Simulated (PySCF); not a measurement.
A side-by-side comparison of computed properties.

First species: CH6OSi2.
SMILES: `O=C[SiH2][SiH3]`

Second species: C₄H₄FNO₂.
SMILES with atom numbers: `[CH3:1][O:2][c:3]1[cH:4][o:5][n:6][c:7]1[F:8]` (hydrogens: H9, H10, H11 on C1; H12 on C4)

Levels: CAM-B3LYP/def2-SVPD for dipole moment, HOMO energy, LUMO energy, HOMO–LUMO gap, static isotropic polarisability and electronic spatial extent ⟨r²⟩ about the centre of nuclear charge; TDDFT CAM-B3LYP/def2-SVPD for lowest singlet excitation; PBE0-D3(BJ)/def2-SVP for rotational constant A and rotational constant C. Geometries: PBE0-D3(BJ)/def2-SVP. Each structure is a single optimised conformer of the isolated species, non-relativistic unless stated. Electronic properties by PySCF.

Dipoles, sizes and rotational constants follow the conformer. The torsions of the flexible species, by atom-mapped SMILES:
- `[O:1]=[CH:2][SiH2:3][SiH3:4]`: O1–C2–Si3–Si4 -3°
- `[CH3:1][O:2][c:3]1[cH:4][o:5][n:6][c:7]1[F:8]`: C1–O2–C3–C4 0°

Problem. Which has the higher S1 energy?

Solution. The second: 6.11 eV against 3.27 eV, a difference of 2.84 eV.

Problem. Which of the two has the higher HOMO energy, and by how much?

Solution. The first: -8.55 eV against -8.68 eV, a difference of 0.13 eV.

Problem. Which of the two has the higher static isotropic polarisability, and by how much?

Solution. The first: 74.9 au against 59.5 au, a difference of 15.4 au.

Problem. Which of the two has the higher ⟨r²⟩, and by how much?

Solution. The second: 888 bohr² against 642 bohr², a difference of 246 bohr².

Problem. Which of the two has the higher HOMO–LUMO gap, and by how much?

Solution. The second: 9.17 eV against 8.07 eV, a difference of 1.10 eV.

Problem. Which has the higher rotational constant A?

Solution. The first: 6.644 GHz against 3.494 GHz, a difference of 3.150 GHz.

Problem. Which has the higher dipole moment?

Solution. The second: 4.72 D against 2.12 D, a difference of 2.60 D.

Problem. Which has the higher LUMO energy?

Solution. The second: 0.49 eV against -0.48 eV, a difference of 0.97 eV.

On the first: S1 lies 4.80 eV below the HOMO–LUMO gap; its leading configuration is HOMO→LUMO, weight 0.95. The 10 singlets span 3.27 to 7.83 eV, and their oscillator strengths add up to 0.35.

On the second: S1 lies 3.06 eV below the HOMO–LUMO gap; its leading configuration is HOMO→LUMO, weight 0.95. The principal polarisabilities are 41.7, 64.2 and 72.7 au; their mean is the isotropic value.
